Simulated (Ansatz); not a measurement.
CH$_{10}$BNSi$_{2}$ (`CN([SiH3])B[SiH3]`) from Hartree–Fock to CCSD(T)

```xyz
15

C     0.4814   -1.4910   -1.4387
N     0.1136   -0.4508   -0.4807
Si   -1.2286    0.5600   -0.9797
B     0.7978   -0.3003    0.7285
Si    0.3807    1.1035    2.1328
H     0.7837   -1.0538   -2.3957
H    -0.3602   -2.1648   -1.6287
H     1.3127   -2.0749   -1.0446
H    -1.4954    1.5707    0.0669
H    -0.8897    1.2203   -2.2683
H    -2.4268   -0.2930   -1.1989
H     1.6996   -1.0697    0.9381
H     0.5274    2.4950    1.6129
H     1.3114    0.9645    3.2881
H    -1.0077    0.9845    2.6679
```

Charge 0, multiplicity 1. The geometry is a stationary point of PBE0-D4/def2-TZVP. It is one conformer, not always the lowest. Frozen core, restricted reference, the Gaussian-basis code of Ansatz. CBS rows extrapolate triple and quadruple zeta; past MP2 they add the triple-zeta difference.

```
     basis     HF (Eh)  MP2 corr.
def2-TZVPP  -700.78622   -0.74669
def2-QZVPP  -700.81033   -0.79683
```

(1) Estimate the CCSD correlation energy and the (T) correction in each basis where they were run (hartree).

## Answers

(1) 
```tsv
basis	CCSD corr.	(T)
def2-TZVPP	-0.81778	-0.03128
CBS(def2)	-0.90507	as TZ
```
